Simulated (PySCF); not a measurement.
## CsK and its ions

RHF-SCS-MP2; basis Cs def2-SVP with ECP46, K def2-SVP; scalar-relativistic core potentials; PySCF 2.14. Neutral (RHF): singlet (closed shell), Re = 4.390 Å, ωe = 67.4 cm⁻¹, De = 0.35 eV.

CsK⁺ (UHF): doublet (σ ↑), Re = 5.132 Å, ωe = 47.0 cm⁻¹, De = 0.54 eV to Cs⁺ + K. The energies at the minima are -619.02426 hartree for CsK and -618.89560 for CsK⁺.

**Question.** Work out the adiabatic ionisation energy, without and with harmonic zero-point energies (1 hartree = 27.2114 eV, 1 eV = 8065.5 cm⁻¹), and the change of the bond length.

**Answer.** At SCS-MP2: 0.12866 hartree = 3.501 eV between the minima; the zero-point term (47.0 − 67.4)/2 cm⁻¹ = -0.001 eV makes it 3.500 eV. Re changes by +74.2 pm against the neutral. The electron leaves a σ orbital, and the longer bond of the ion fits a bonding orbital, or a change in how ionic the bond is.

Correlated steps freeze 5 core orbitals. Weak bonds: CsK. Basis-set superposition, not corrected here, can be much of De in a small basis, most of all at correlated wavefunction levels. Spin–orbit coupling is left out. For an ion De counts to the pair picked by the measured ionisation energies or electron affinities, which need not be the lowest pair at this level. Where the molecule has an RHF reference, its open-shell atoms are computed with UHF. States were picked by a PBE0 search and need not be the measured ground states.

Neutral and ion stand on different kinds of reference determinant, which adds to the error of the difference.
